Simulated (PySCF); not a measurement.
CH8FNOSi2, SMILES C[SiH2]N[Si@H](O)F. Geometry optimised at PBE0-D3(BJ)/def2-SVP. The structure was generated by enumeration; whether it is a known compound was not checked. Other conformers were not sampled.

Computed equilibrium geometry at PBE0-D3(BJ)/def2-SVP (PySCF confirms it by a frequency run) as bond lengths and angles (one conformer of several):
Atoms: C1 Si2 N3 Si4 O5 F6 H7 H8 H9 H10 H11 H12 H13 H14. Bonded distances (Å): C1–Si2 1.873, C1–H7 1.101, C1–H8 1.102, C1–H9 1.101, Si2–N3 1.755, Si2–H10 1.491, Si2–H11 1.497, N3–Si4 1.705, N3–H12 1.016, Si4–O5 1.650, Si4–F6 1.628, Si4–H13 1.482, O5–H14 0.961. Bond angles (°): Si2–C1–H7 110.7, Si2–C1–H8 111.1, Si2–C1–H9 110.7, H7–C1–H8 108.2, H7–C1–H9 108.4, H8–C1–H9 107.6, C1–Si2–N3 110.4, C1–Si2–H10 111.1, C1–Si2–H11 108.9, N3–Si2–H10 106.6, N3–Si2–H11 111.0, H10–Si2–H11 108.8, Si2–N3–Si4 127.6, Si2–N3–H12 116.8, Si4–N3–H12 115.6, N3–Si4–O5 108.1, N3–Si4–F6 112.9, N3–Si4–H13 109.8, O5–Si4–F6 105.7, O5–Si4–H13 114.5, F6–Si4–H13 105.8, Si4–O5–H14 116.6.
Charge 0, spin multiplicity 1.
